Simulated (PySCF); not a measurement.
# Fine-structure interval along the 13-electron series

Calculated with PySCF 2.14 and a two-component X2C-1e Hamiltonian (Gaussian nucleus, no Breit or QED terms), each ion in its own even-tempered basis scaled to its charge; GMP2 freezes 1s2 and drops the highest virtual spinors. Values in cm⁻¹.

| ion | configuration | GHF (screened spin-orbit) | GMP2 (screened spin-orbit) | GHF (bare spin-orbit) |
| --- | --- | --- | --- | --- |
| Eu⁵⁰⁺ | [Ne] 3s2 3p1 | 1398700 | 1394100 | 1447900 |
| Tb⁵²⁺ | [Ne] 3s2 3p1 | 1618000 | 1613100 | 1673400 |

Problem. Fill in the row of Gd⁵¹⁺.

Solution. configuration: [Ne] 3s2 3p1; GHF (screened spin-orbit): 1505400; GMP2 (screened spin-orbit): 1500600; GHF (bare spin-orbit): 1557700.
